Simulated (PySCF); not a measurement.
# Electron correlation in Si⁺ (silicon, charge +1)

[Ne] 3s1 3p1 3d1, one real determinant (an excited configuration). Computed with PySCF 2.14 in aug-cc-pV(T+d)Z (6s5p4d2f, 55 functions), with no relativity, point nucleus. Frozen: [Ne]; 3 electrons correlated.

MP2 pair energies summed by pair of shells (mhartree):

```csv
pair,energy,share (%)
3p-3d,-5.02,43.6
3s-3d,-3.79,32.9
3s-3p,-2.72,23.6
```

Total MP2 correlation energy: -11.53 mhartree.

Same-spin part -11.53 and opposite-spin part 0.00 mhartree; SCS-MP2 scales them by 1/3 and 6/5 to -3.84 mhartree.

The reference is one real determinant that mixes LS terms of this configuration.
